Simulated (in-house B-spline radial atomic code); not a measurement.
Ionising Te5+ with different functionals

Computed with a radial B-spline atomic code at the basis-set limit: four-component Dirac-Coulomb Hamiltonian, Fermi nucleus of rms radius 4.7423 fm, spin-restricted, spherical fractional occupations for the functionals, and exact exchange of hybrids averaged over the configuration. The ionisation energy is the difference of two self-consistent energies, [Kr] 4d10 5s1 → [Kr] 4d10, without Breit or QED terms; ε is the level of the shell that loses the electron (mean over j).

| method | rung | ΔSCF (eV) | -ε(5s) (eV) |
| --- | --- | --- | --- |
| B3LYP | global hybrid | 71.32 | 66.44 |
| B97-1 | global hybrid | 70.78 | 66.06 |
| CAM-B3LYP | range-separated hybrid | ? | ? |
| HSE06 | range-separated hybrid | ? | ? |

Task: What does HSE06 give?

Result: ΔSCF 70.79 eV, and -ε(5s) = 65.91 eV.

Task: What does CAM-B3LYP give?

Result: ΔSCF 71.31 eV, and -ε(5s) = 68.18 eV.

Task: Among the functionals, which spreads more, the ΔSCF values or the orbital energies?

Result: The orbital energies: ΔSCF values span about 0.54 eV and the orbital energies 2.27 eV; here energy differences depend much less on the functional than eigenvalues do.

Task: How do they compare with the NIST value?

Result: NIST lists 69 eV ± 2 (tabulated theory, ground level to ground level). Errors run from +1.68 to +2.22 eV; all lie within about twice that uncertainty, so the table can't rank the methods.
